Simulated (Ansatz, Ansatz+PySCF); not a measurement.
```xyz
3

Cl   -0.0491   -0.0374   -2.2062
Cd   -0.0579   -0.0493    0.0278
Cl    0.0171    0.0503    2.2343
```

Basis set: def2-SVP (spherical functions, with the set's core potentials past Kr). Correlated methods keep 10 orbitals frozen. Charge 0, multiplicity 1.

Computed with Ansatz (development build ahead of 0.2.0); each method stands on the lowest determinant of its kind that the runs found. Restricted open shells among the atoms or ions are ROHF, correlated in semicanonical orbitals with singles.

(1) Give the atomization energy at this shape (free ground-state atoms in the same class of orbitals less the molecule, no zero-point energy) of singlet CdCl₂ by RHF-MP2, RHF.

## Answers

(1)

```tsv
method	atomization energy
RHF-MP2	5.45 eV
RHF	4.48 eV
```
